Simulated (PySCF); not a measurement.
## Ionisation energy of N⁺ by level of theory

N⁺ [He] 2s2 2p2 (3P) → N²⁺ [He] 2s2 2p1 (2P), as a difference of total energies. Computed with PySCF 2.14 in x2c-TZVPall (5s3p2d1f, 31 functions), with scalar relativity by spin-free X2C-1e. Correlated levels: valence: 1s2 frozen. The calculations carry no spin-orbit coupling.

```json
{"method": "UHF", "ionisation energy (eV)": "29.203", "difference from reference (eV)": "-0.398"}
{"method": "MN15", "ionisation energy (eV)": "29.668", "difference from reference (eV)": "+0.067"}
{"method": "r2SCAN", "ionisation energy (eV)": "30.132", "difference from reference (eV)": "+0.531"}
{"method": "MP2 (valence)", "ionisation energy (eV)": "29.611", "difference from reference (eV)": "+0.010"}
{"method": "SCS-MP2 (valence)", "ionisation energy (eV)": "29.478", "difference from reference (eV)": "-0.123"}
{"method": "CCSD (valence)", "ionisation energy (eV)": "29.457", "difference from reference (eV)": "-0.144"}
{"method": "CCSD(T) (valence)", "ionisation energy (eV)": "29.472", "difference from reference (eV)": "-0.129"}
```

Reference: 29.601 eV (semi-empirical (NIST evaluation); NIST Atomic Spectra Database, ionization energies).

Errors of the correlated levels include the incompleteness of this basis and the frozen core.
